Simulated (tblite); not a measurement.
Species: C5H8ClFO.
Numbering: `[CH3:1][CH:2]([CH3:3])[C@@H:4]([F:5])[C:6](=[O:7])[Cl:8]` (hydrogens: H9, H10, H11 on C1; H12 on C2; H13, H14, H15 on C3; H16 on C4)

Cartesian coordinates in Å at the GFN2-xTB level; atoms count from 1:
```xyz
16
C5H8ClFO angstrom
C     -1.6888   -0.6914   -0.3090
C     -0.4527   -0.0069    0.2680
C     -0.3355    1.4307   -0.2317
C      0.8081   -0.8088   -0.1195
F      0.9617   -0.8281   -1.4795
C      2.0248   -0.2356    0.5714
O      2.1862   -0.2183    1.7483
Cl     3.2099    0.4466   -0.5158
H     -1.8024   -1.6939    0.0968
H     -1.6081   -0.7598   -1.3912
H     -2.5782   -0.1173   -0.0642
H     -0.5029   -0.0134    1.3612
H     -0.1979    1.4435   -1.3104
H      0.5079    1.9354    0.2339
H     -1.2407    1.9819    0.0084
H      0.7011   -1.8559    0.1988
```

Computed values, GFN2-xTB/tblite, gas phase, harmonic and unscaled. The method is semi-empirical: single wavenumbers can be off by several per cent or more. One conformer, not necessarily the lowest.

Harmonic wavenumbers (cm⁻¹): 33.5, 64.2, 149.0, 202.1, 205.8, 225.9, 260.0, 293.5, 384.2, 426.4, 510.3, 523.1, 631.5, 693.9, 847.4, 951.2, 958.1, 986.2, 1015.9, 1038.8, 1114.6, 1151.6, 1185.4, 1206.7, 1262.6, 1299.8, 1317.3, 1408.0, 1422.4, 1486.9, 1489.3, 1498.2, 1499.9, 1803.4, 2889.7, 2954.0, 3038.6, 3041.1, 3045.5, 3048.8, 3050.2, 3054.0.

A = 2780, B = 1126, C = 1040 MHz; mass 138.025 u (most abundant isotopes); point group C1, symmetry number 1.

What is the zero-point energy?

Half the sum of the wavenumbers: 26834 cm⁻¹ = 321.01 kJ/mol.

Give the ideal-gas entropy at 273.15 K and 1 bar in the rigid-rotor, harmonic-oscillator model (classical rotation).

Translation 168.49, rotation 120.16, vibration 102.46: S = 391.1 J/(mol K).

And Cp and H(273.15 K) − H(0)?

Cp = 135.17 J/(mol K), of which vibrations give 101.91 (their classical limit is 42 R = 349.2); H(273.15 K) − H(0) = 23.63 kJ/mol without the zero-point energy, 14.55 from vibrations.

Which modes carry the vibrational entropy at 273.15 K?

33.5 cm⁻¹: 22.75; 64.2 cm⁻¹: 17.37; 149.0 cm⁻¹: 10.54; 202.1 cm⁻¹: 8.18; 205.8 cm⁻¹: 8.04; 225.9 cm⁻¹: 7.34 J/(mol K); the other 36 give 28.25 together.

What must be added to the electronic energy to get the Gibbs energy at 273.15 K and 1 bar?

ZPE + [H(273.15 K) − H(0)] − T·S = 321.01 + 23.63 − 106.83 = 237.81 kJ/mol.

How do the functions run with temperature in this model?

```csv
T (K),S (J/(mol K)),Cp (J/(mol K)),H − H(0) (kJ/mol),G − H(0) (kJ/mol),ln q(vib)
50,246.5,52.0,2.10,-10.23,0.67
100,289.5,74.6,5.26,-23.68,1.79
298.15,403.3,143.5,27.12,-93.13,6.50
373.15,438.2,168.0,38.80,-124.70,8.23
500,492.6,204.8,62.52,-183.79,11.07
750,586.3,257.1,120.74,-319.01,16.40
1000,665.3,291.2,189.55,-475.73,21.31
```

q(vib) and H(0) count from the zero-point level.

Hindered rotation and anharmonicity are outside this model. Other conformers, if any are populated, would add a mixing term that is left out. The structure is chiral; the term R ln 2 for an equal mix with its mirror image is left out.
